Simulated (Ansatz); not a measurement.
H2Te, charge -1, doublet, at the geometry of the source list (a state made from the parent by changing its charge; the spin is typed, not shown lowest) (all electrons, no relativity) (a gas-phase anion, which may not be bound at this level); B3LYP/STO-3G run with Ansatz (a quantum-chemistry and plane-wave program).

Ansatz was given this input:
Ansatz 0.2 input:
```yaml
crystal:
  periodic: [false, false, false]
  atoms:
    - {symbol: Te, position_ang: [-0.00170000, 0.78910000, 0.00000000]}
    - {symbol: H, position_ang: [-1.13910000, -0.39800000, 0.00000000]}
    - {symbol: H, position_ang: [1.14080000, -0.39100000, 0.00000000]}
basis:
  gaussian:
    orbitals: STO-3G
hamiltonian:
  xc: b3lyp
total_charge: -1
magnetization: {spin_polarized: false, initial_magnetization: 1}
```

What the program printed (banner, timings and long lists left out):

```
Functional definition: B3LYP
308 factors; integrals over basis functions are off by at most 8.7e-6 eV
mean field evaluation 1: about -178239.0860 eV, gradient 1.8e0 eV
mean field evaluation 2: about -178239.0944 eV, gradient 1.8e0 eV
mean field evaluation 4: about -178239.1185 eV, gradient 1.0e-1 eV
mean field evaluation 8: about -178239.1186 eV, gradient 3.4e-4 eV
mean field -178239.11860333 eV, -6550.1667938586 hartree, gradient 5.3e-7 eV, S^2 0.750000; 0 other end points of the search recorded, 0 dependent functions left out
reference -178239.11872229 eV, -6550.1667982301 hartree; 28, 27 occupied and 1, 2 virtual orbitals, 308 factors
Total energy: -178239.11872229 eV, -6550.1667982301 hartree
```
